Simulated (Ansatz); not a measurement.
Ti₃⁺, relaxed as a doublet with UKS PBE-D4/def2-TZVP in Ansatz, starting from the GFN1-xTB geometry. Force threshold 0.02 eV/Å.

The charge 1 doublet is spin-contaminated (final ⟨S²⟩ up to 2.69, 0.75 for a pure state). At PBE-D4/def2-TZVP a sextet of charge 1 lies 0.43 eV below the doublet, each at its own geometry. The structure comes from a short search, and lower isomers may exist.

Start:

```xyz
3

Ti   -0.117    0.225   -1.586
Ti    1.446   -0.069    0.696
Ti   -1.329   -0.156    0.890
```

Problem. Estimate the energy that the relaxation releases and the steps that it takes.

Solution. 93.0 kJ/mol, in 9 steps; 68 s on 4 threads of Intel Xeon on a shared host. No frequencies were taken in this run, so the end may be a saddle point.

Problem. Does the start keep its bonding and symmetry?

Solution. By distances, no bond broke or formed. The bond that changes most is Ti2–Ti3, from 2.78 to 2.13 Å (atoms count from 1). Point group D3h at the start, Cs at the end, both within 0.05 Å.

Problem. Predict the relaxed structure.

Solution. 
```xyz
3

Ti    0.044    0.210   -1.454
Ti    1.026   -0.056    0.545
Ti   -1.070   -0.154    0.910
```
Bond lengths (bridged metal pairs left out): 3 × Ti–Ti 2.13 to 2.64 Å.
